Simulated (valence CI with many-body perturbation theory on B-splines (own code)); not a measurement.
# Hg LXVIII in brief

Method: configuration interaction combined with many-body perturbation theory (CI+MBPT): three valence electrons over a frozen Dirac-Fock core [Ne], radial functions for each j: 11 s, 11 p, 10 d, 8 f, 5 g, 2 h, with the one-electron correlation potential Σ1, the two-electron term Σ2, the three-electron term Σ3, Breit, model QED; selected CI, second order for the rest, scaled by the run's own slope (own B-spline code, finite nucleus).

No measured spectrum was set against this ion. As an estimate, large intervals hold to a few tenths of a per cent, small ones and those within an open d or f shell to about a per cent.

Levels are named by their leading jj configuration (3d3/2^4 stands for four electrons in 3d with j = 3/2), which in mixed levels can hold well under half, so a name can repeat and another be missing.

Rates and lifetimes use the calculated energies. Strong lines usually hold to 10 to 20 %, long lifetimes can be off by a factor of two.

Task: What is the ground level?

Result: (3s^2 3p1/2) J=1/2, composition 100 % 3s2 3p 2P°, g = 0.643.

Task: Where does the other parity begin?

Result: At (3s 3p1/2^2) J=1/2, 190.6 eV.

Task: Among levels below 3981.2 eV, which E1 lines absorb most strongly from the ground level?

Result: to (3s^2 3d3/2) J=3/2 at 1.573 nm, f = 0.540; to (3s 3p1/2 3p3/2) J=1/2 at 1.676 nm, f = 0.230; to (3s 3p1/2 4p1/2) J=3/2 at 0.3161 nm, f = 0.204.

Task: What is the ionisation energy?

Result: 8162.4 eV; NIST lists 8160 ± 40 eV (theoretical).

Task: How well does LS coupling describe the low levels?

Result: Among the lowest 20 levels the leading LS term, summed over configurations, holds 60 % on average. For single configurations the figures are 58 % in LS and 92 % in jj coupling. Terms mix most in the J = 3/2 level at 976.8 eV, where the leading one holds 32 %.

Task: Name the longest-lived excited levels whose lifetime is computed, and their main decay.

Result: (3s 3p3/2 3d5/2) J=9/2 at 1562.1 eV lives 1.49 ns, mostly by M1 to (3s 3p1/2 3d5/2) J=7/2; (3s^2 3p3/2) J=3/2 at 528.8 eV lives 617 ps, mostly by E1 to (3s 3p1/2^2) J=1/2.
